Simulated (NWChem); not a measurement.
System: CH4N2OZn; SMILES [OH][Zn]1[NH]C=[NH]->1

NWChem printed, in part:

```
             Northwest Computational Chemistry Package (NWChem) 7.3.0
             --------------------------------------------------------

 CS  symmetry detected

                             Geometry "geometry" -> ""
                             -------------------------

 Output coordinates in angstroms (scale by  1.889725989 to convert to a.u.)

  No.       Tag          Charge          X              Y              Z
 ---- ---------------- ---------- -------------- -------------- --------------
    1 Zn                  30.0000    -0.00330966    -0.45784592     0.00000000
    2 O                    8.0000    -0.05632637    -2.19093767     0.00000000
    3 H                    1.0000     0.76462078    -2.67881994     0.00000000
    4 C                    6.0000    -0.01460761     1.86070003     0.00000000
    5 N                    7.0000    -1.11337645     1.15751896     0.00000000
    6 N                    7.0000     1.10369493     1.19171645     0.00000000
    7 H                    1.0000    -0.03302293     2.95099289     0.00000000
    8 H                    1.0000    -1.98773305     1.66023064     0.00000000
    9 H                    1.0000     1.96145223     1.72162721     0.00000000

 Effective nuclear repulsion energy (a.u.)     348.0169155268

      Symmetry information
      --------------------

 Group name             Cs
 Group number              2
 Group order               2
 No. of unique centers     9

                                Z-matrix (autoz)
                                --------

 Units are Angstrom for bonds and degrees for angles

      Type          Name      I     J     K     L     M      Value
      ----------- --------  ----- ----- ----- ----- ----- ----------
    1 Stretch                  1     2                       1.73390
    2 Stretch                  1     4                       2.31857
    3 Stretch                  1     5                       1.96001
    4 Stretch                  1     6                       1.98658
    5 Stretch                  2     3                       0.95498
    6 Stretch                  4     5                       1.30451
    7 Stretch                  4     6                       1.30313
    8 Stretch                  4     7                       1.09045
    9 Stretch                  5     8                       1.00857
   10 Stretch                  6     9                       1.00824
   11 Bend                     1     2     3               118.97050
   12 Bend                     1     4     5                57.66110
   13 Bend                     1     4     6                58.83238
   14 Bend                     1     5     4                88.12154
   15 Bend                     1     5     8               154.39333
   16 Bend                     1     6     4                87.02327
   17 Bend                     1     6     9               155.57237
   18 Bend                     2     1     5               143.75126
   19 Bend                     2     1     6               147.88702
   20 Bend                     4     1     5                34.21737
   21 Bend                     4     1     6                34.14435
   22 Bend                     4     5     8               117.48514
   23 Bend                     4     6     9               117.40436
   24 Bend                     5     1     6                68.36172
   25 Bend                     5     4     6               116.49347
   26 Bend                     5     4     7               121.65045
   27 Bend                     6     4     7               121.85608
   28 Torsion                  1     4     5     8         180.00000
   29 Torsion                  1     4     6     9         180.00000
   30 Torsion                  1     5     4     6           0.00000
   31 Torsion                  1     5     4     7         180.00000
   32 Torsion                  1     6     4     5           0.00000
   33 Torsion                  1     6     4     7         180.00000
   34 Torsion                  2     1     5     4         180.00000
   35 Torsion                  2     1     5     8           0.00000
   36 Torsion                  2     1     6     4         180.00000
   37 Torsion                  2     1     6     9           0.00000
   38 Torsion                  3     2     4     5         180.00000
   39 Torsion                  3     2     4     6           0.00000
   40 Torsion                  2     3     1     4         180.00000
   41 Torsion                  3     2     1     5         180.00000
   42 Torsion                  3     2     1     6           0.00000
   43 Torsion                  4     1     5     8         180.00000
   44 Torsion                  4     1     6     9         180.00000
   45 Torsion                  4     5     1     6           0.00000
   46 Torsion                  4     6     1     5           0.00000
   47 Torsion                  5     1     4     6         180.00000
   48 Torsion                  5     1     6     9         180.00000
   49 Torsion                  5     4     1     6         180.00000
   50 Torsion                  5     4     6     9         180.00000
   51 Torsion                  6     1     5     8         180.00000
   52 Torsion                  6     4     5     8         180.00000
   53 Torsion                  2     3     4     7         180.00000
   54 Torsion                  7     4     5     8           0.00000
   55 Torsion                  7     4     6     9           0.00000

  pbe96 is a nonlocal functional; adding pw91lda local functional.

                           NWChem Geometry Optimization
                           ----------------------------

 maximum gradient threshold         (gmax) =   0.000450
 rms gradient threshold             (grms) =   0.000300
 maximum cartesian step threshold   (xmax) =   0.001800
 rms cartesian step threshold       (xrms) =   0.001200
 fixed trust radius                (trust) =   0.300000
 source of zmatrix                         =   autoz

          -------------------
          Energy Minimization
          -------------------

 Using diagonal initial Hessian
 Scaling for Hessian diagonals: bonds = 1.00  angles = 0.25  torsions = 0.10

          --------
          Step   0

                                 NWChem DFT Module
                                 -----------------

 Summary of "ao basis" -> "ao basis" (spherical)
 ------------------------------------------------------------------------------
       Tag                 Description            Shells   Functions and Types
 ---------------- ------------------------------  ------  ---------------------
 Zn                         def2-svp                11       31   5s3p2d1f
 O                          def2-svp                 6       14   3s2p1d
 H                          def2-svp                 3        5   2s1p
 C                          def2-svp                 6       14   3s2p1d
 N                          def2-svp                 6       14   3s2p1d

      Symmetry analysis of basis
      --------------------------

        a'         77
        a"         30

            General Information
            -------------------
          SCF calculation type: DFT
          Wavefunction type:  closed shell.
          No. of atoms     :     9
          No. of electrons :    62
           Alpha electrons :    31
            Beta electrons :    31
          Charge           :     0
          Spin multiplicity:     1
          Use of symmetry is: on ; symmetry adaption is: on
          Maximum number of iterations: 150
          AO basis - number of functions:   107
                     number of shells:    47
          Convergence on energy requested:  1.00D-06
          Convergence on density requested:  1.00D-05
          Convergence on gradient requested:  5.00D-04

              XC Information
              --------------
          PerdewBurkeErnzerhof Exchange Functional  1.000
            Perdew 1991 LDA Correlation Functional  1.000 local
           PerdewBurkeErnz. Correlation Functional  1.000 non-local

             Grid Information
             ----------------
          Grid used for XC integration:  medium
          Radial quadrature: Mura-Knowles
          Angular quadrature: Lebedev.
          Tag              B.-S. Rad. Rad. Pts. Rad. Cut. Ang. Pts.
          ---              ---------- --------- --------- ---------
          Zn                  1.35      112          10.0       590
          O                   0.60       49          12.0       434
          H                   0.35       45          13.0       434
          C                   0.70       49          12.0       434
          N                   0.65       49          11.0       434
          Grid pruning is: on
          Number of quadrature shells:   488
          Spatial weights used:  Erf1

           DFT-D3BJ Model
          s6 scale factor  :        1.000000000000
          s8 scale factor  :        0.787500000000
          a1 parameter     :        0.428900000000
          a2 parameter     :        4.440700000000
              vdW contrib  :       -0.006020882166

      Superposition of Atomic Density Guess
      -------------------------------------

 Sum of atomic energies:       -2000.36292354

[...]

      ----------------------
      Optimization converged
      ----------------------

  Step       Energy      Delta E   Gmax     Grms     Xrms     Xmax
  ---- ---------------- -------- -------- -------- -------- --------
@    8   -2003.71884880 -7.0D-08  0.00004  0.00001  0.00019  0.00048
                                     ok       ok       ok       ok

                                Z-matrix (autoz)
                                --------

 Units are Angstrom for bonds and degrees for angles

      Type          Name      I     J     K     L     M      Value     Gradient
      ----------- --------  ----- ----- ----- ----- ----- ---------- ----------
    1 Stretch                  1     2                       1.80609   -0.00004
    2 Stretch                  1     4                       2.43394    0.00001
    3 Stretch                  1     5                       2.03542   -0.00001
    4 Stretch                  1     6                       2.06014    0.00000
    5 Stretch                  2     3                       0.97508    0.00000
    6 Stretch                  4     5                       1.32838    0.00001
    7 Stretch                  4     6                       1.32788    0.00001
    8 Stretch                  4     7                       1.11334   -0.00002
    9 Stretch                  5     8                       1.02039    0.00001
   10 Stretch                  6     9                       1.02092    0.00001
   11 Bend                     1     2     3               109.64178    0.00000
   12 Bend                     1     4     5                56.74744   -0.00001
   13 Bend                     1     4     6                57.81393   -0.00000
   14 Bend                     1     5     4                90.17521    0.00001
   15 Bend                     1     5     8               151.12632   -0.00000
   16 Bend                     1     6     4                89.12702    0.00000
   17 Bend                     1     6     9               152.61225    0.00000
   18 Bend                     2     1     5               144.17875   -0.00002
   19 Bend                     2     1     6               149.68485    0.00002
   20 Bend                     4     1     5                33.07735    0.00000
   21 Bend                     4     1     6                33.05905    0.00000
   22 Bend                     4     5     8               118.69847   -0.00001
   23 Bend                     4     6     9               118.26073   -0.00001
   24 Bend                     5     1     6                66.13640    0.00000
   25 Bend                     5     4     6               114.56137   -0.00002
   26 Bend                     5     4     7               122.66024    0.00001
   27 Bend                     6     4     7               122.77839    0.00001
   28 Torsion                  1     4     5     8         180.00000    0.00000
   29 Torsion                  1     4     6     9         180.00000    0.00000
   30 Torsion                  1     5     4     6           0.00000    0.00000
   31 Torsion                  1     5     4     7         180.00000    0.00000
   32 Torsion                  1     6     4     5           0.00000    0.00000
   33 Torsion                  1     6     4     7         180.00000    0.00000
   34 Torsion                  2     1     5     4         180.00000    0.00000
   35 Torsion                  2     1     5     8           0.00000    0.00000
   36 Torsion                  2     1     6     4         180.00000    0.00000
   37 Torsion                  2     1     6     9           0.00000    0.00000
   38 Torsion                  3     2     4     5         180.00000    0.00000
   39 Torsion                  3     2     4     6           0.00000    0.00000
   40 Torsion                  2     3     1     4         180.00000    0.00000
   41 Torsion                  3     2     1     5         180.00000    0.00000
   42 Torsion                  3     2     1     6           0.00000    0.00000
   43 Torsion                  4     1     5     8         180.00000    0.00000
   44 Torsion                  4     1     6     9         180.00000    0.00000
   45 Torsion                  4     5     1     6           0.00000    0.00000
   46 Torsion                  4     6     1     5           0.00000    0.00000
   47 Torsion                  5     1     4     6         180.00000    0.00000
   48 Torsion                  5     1     6     9         180.00000    0.00000
   49 Torsion                  5     4     1     6         180.00000    0.00000
   50 Torsion                  5     4     6     9         180.00000    0.00000
   51 Torsion                  6     1     5     8         180.00000    0.00000
   52 Torsion                  6     4     5     8         180.00000    0.00000
   53 Torsion                  2     3     4     7         180.00000    0.00000
   54 Torsion                  7     4     5     8           0.00000    0.00000
   55 Torsion                  7     4     6     9           0.00000    0.00000

                         Geometry "geometry" -> "geometry"
                         ---------------------------------

 Output coordinates in angstroms (scale by  1.889725989 to convert to a.u.)

  No.       Tag          Charge          X              Y              Z
 ---- ---------------- ---------- -------------- -------------- --------------
    1 Zn                  30.0000    -0.00995457    -0.51508170     0.00000000
    2 O                    8.0000    -0.09282340    -2.31927424     0.00000000
    3 H                    1.0000     0.80951599    -2.68882817     0.00000000
    4 C                    6.0000    -0.01480084     1.91885781     0.00000000
    5 N                    7.0000    -1.12422320     1.18825491     0.00000000
    6 N                    7.0000     1.11041874     1.21377525     0.00000000
    7 H                    1.0000    -0.02852684     3.03211206     0.00000000
    8 H                    1.0000    -2.02572100     1.66627641     0.00000000
    9 H                    1.0000     1.99750699     1.71909033     0.00000000

 Effective nuclear repulsion energy (a.u.)     336.4576758651

      Symmetry information
      --------------------

 Group name             Cs
 Group number              2
 Group order               2
 No. of unique centers     9

                Final and change from initial internal coordinates
                --------------------------------------------------

                                Z-matrix (autoz)
                                --------

 Units are Angstrom for bonds and degrees for angles

[...]
```

Level: PBE-D3(BJ)/def2-SVP. Not confirmed as a minimum by frequencies.

Problem. Reconstruct the input file.

Solution. This is not unique; one that fits is the input that was run:
```
start job
memory heap 200 mb stack 900 mb global 1100 mb
geometry units angstroms
  Zn     0.329760    -0.174183    -0.169181
  O      1.711857    -0.965297    -0.855013
  H      2.263556    -0.483811    -1.468030
  C     -1.536295     0.814281     0.788191
  N     -1.182451    -0.412709     1.054737
  N     -0.783073     1.467214    -0.051139
  H     -2.416556     1.267949     1.244704
  H     -1.754946    -0.931927     1.702719
  H     -1.044095     2.416824    -0.267152
end
basis spherical
  * library def2-svp
end
dft
  xc xpbe96 cpbe96
  disp vdw 4
  iterations 150
end
driver
  maxiter 120
end
task dft optimize
```
